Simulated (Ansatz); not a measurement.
Scan of the H4–O1–As2 angle

NaAsH₂O, singlet, at its PBE0-D4/def2-TZVP minimum:

```xyz
5
angstrom
O -0.7279 -0.4358 -0.2734
As 0.8438 0.6231 -0.6107
Na 0.6884 -1.6415 0.8344
H -1.4941 0.0094 -0.6341
H 0.6898 1.4448 0.6838
```

The angle H4–O1–As2 (109.4° at the minimum) is set to the values below, H4, with anything bonded beyond it, turning rigidly in the plane of the angle. Each method's energies count from its own value at the PBE0-D4 minimum structure. Program: Ansatz 0.2.0. Basis: def2-TZVPP. Cores are frozen in the correlated methods. Filled d shells of the heavier atoms are correlated. The outer core shell of Li, Na, Mg and K is correlated. The def2 sets are not built for correlating such inner shells, so the correlated values are less sure here.

CCSD(T) energies along the scan:
```json
{"angle (°)": "85.4", "CCSD(T) (kcal/mol)": "5.66"}
{"angle (°)": "91.4", "CCSD(T) (kcal/mol)": "3.06"}
{"angle (°)": "97.4", "CCSD(T) (kcal/mol)": "1.27"}
{"angle (°)": "103.4", "CCSD(T) (kcal/mol)": "0.27"}
{"angle (°)": "109.4", "CCSD(T) (kcal/mol)": "0.00"}
{"angle (°)": "115.4", "CCSD(T) (kcal/mol)": "0.44"}
{"angle (°)": "121.4", "CCSD(T) (kcal/mol)": "1.54"}
{"angle (°)": "127.4", "CCSD(T) (kcal/mol)": "3.23"}
{"angle (°)": "133.4", "CCSD(T) (kcal/mol)": "5.44"}
```
They count from the CCSD(T) energy at the PBE0-D4 minimum.

Minimum and curvature along this coordinate at CCSD(T): A fifth-order fit through the nearest points gives 108.6°, with a curvature of about 0.86 meV/deg².

Largest difference from the CCSD(T) curve over the scan: PBE-D4 0.30; PBE0-D4 0.42; HF 2.22 kcal/mol. Each curve counts from its own value at the minimum.

T1 diagnostic: at most 0.012.

For scale, one of the runs: CCSD(T)/def2-TZVPP, 139 basis functions, launched by `ansatz run in.yaml --threads 2 --pin off --events-out ev --progress --plain --max-ram 4352MiB`. Time: 35 s of wall clock on 2 CPU threads of an Arm Neoverse V1; the host was shared. Peak host memory: 0.89 GiB.
